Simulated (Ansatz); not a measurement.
A made-up structure of SiH2Br (charge -1), singlet:

```xyz
4
angstrom
Si -0.3328 0.0207 -0.2249
Br 1.9328 -0.3809 0.9463
H -1.3070 -0.7382 0.3053
H -0.2930 1.0985 -1.0267
```

It is relaxed with PBE-D4/def2-SVPD and then PBE0-D4/def2-TZVPD (Ansatz 0.2.0). Atoms count as bonded within 1.22 times the sum of their covalent radii (H–H: 0.88 Å). The end point is not checked to be a true minimum.

(1) Does its bonding change? (Judge from chemistry; the calculation decides.)

Results:

(1) Computed: No: no bond forms or breaks.

Where it ends: The first stage lowers the energy by 2.55 eV in 7 steps. It ends as SiH₂Br ([SiH2][Br]), total charge -1:
```csv
atom,x (Å),y (Å),z (Å)
Si1,-0.1579,-0.3816,-0.6465
Br2,1.7014,-0.2703,0.9227
H3,-1.2244,-0.4939,0.4565
H4,-0.3191,1.1458,-0.7326
```

Labels in which every atom is bracketed show which atoms are joined, not bond orders.

For scale, one of the runs: PBE0-D4/def2-TZVPD relaxation, 118 basis functions, launched by `ansatz run in.yaml --threads 2 --pin off --events-out ev --progress --plain --max-ram 4352MiB`. Hardware: 2 CPU threads of an Intel Xeon 6975P-C, shared host. Wall time about 11 s.
